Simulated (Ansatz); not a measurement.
ClH8NSi3, SMILES `[SiH3][SiH2]N[SiH2]Cl`. Total charge 0; spin multiplicity 1. The structure was optimised at the PBE0-D4/def2-TZVP level. It is one conformer, not always the lowest.

```xyz
13

Si    0.302   -1.945   -0.423
Si    1.356   -0.003    0.358
N     0.312    1.380    0.188
Si   -1.366    1.387   -0.118
Cl   -2.511    1.068    1.569
H     0.017   -1.865   -1.880
H     1.239   -3.076   -0.180
H    -0.966   -2.205    0.308
H     2.614    0.226   -0.407
H     1.751   -0.211    1.780
H     0.703    2.260    0.497
H    -1.681    0.276   -1.042
H    -1.769    2.707   -0.649
```

Q: What is the dipole moment at PBE/def2-TZVPP? (Best estimate.)

A: The calculation gave: 1.66 D, with components (1.25, 0.87, -0.64) D in this frame, pointing from negative to positive charge.

Q: And with r2SCAN, B3LYP, ωB97M-V? (An estimate is asked.)

A: Ansatz gave: r2SCAN 1.70 D, B3LYP 1.71 D, ωB97M-V 1.70 D.

Q: Give the Mulliken charges with PBE, ωB97M-V, r2SCAN in def2-TZVPP. (Estimate.)

A: Computed: 
```csv
atom,PBE,ωB97M-V,r2SCAN
Si1,0.08,0.01,0.14
Si2,0.23,0.22,0.32
N3,-0.27,-0.34,-0.40
Si4,0.38,0.36,0.51
Cl5,-0.23,-0.23,-0.27
H6,-0.03,-0.01,-0.05
H7,-0.04,-0.02,-0.06
H8,-0.02,0.00,-0.04
H9,-0.06,-0.03,-0.08
H10,-0.06,-0.03,-0.08
H11,0.13,0.10,0.14
H12,-0.05,-0.01,-0.06
H13,-0.05,-0.02,-0.07
```

B3LYP here is the variant with VWN-RPA as its local correlation; programs differ in this.
